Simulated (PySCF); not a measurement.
Input file for PySCF: R-B3LYP/6-31G* on BF2H (SMILES FBF), a point of a bond scan (R = 2.374 Å).

```python
from pyscf import gto, scf, dft, mp
from pyscf.data.elements import chemcore

mol = gto.M(
    atom='''
    B    -0.23542436   -0.38535740    0.08189990
    H    -1.45297028   -2.37831314    0.50546224
    F     0.89919528   -0.13880538    0.70491879
    F    -0.67460427    0.50643007   -0.78304996
    ''',
    basis='6-31g*',
    cart=True,
    charge=0, spin=0, verbose=3, max_memory=1800)
mf = dft.RKS(mol, xc='b3lyp')
mf.conv_tol = 1e-8
mf.max_cycle = 100
mf.kernel()
if not mf.converged:
    mf = mf.newton().run(mf.mo_coeff, mf.mo_occ)
```

It printed:

```
converged SCF energy = -225.095006136769
```

The run converged.

Cost: roughly 2.5 core-seconds.
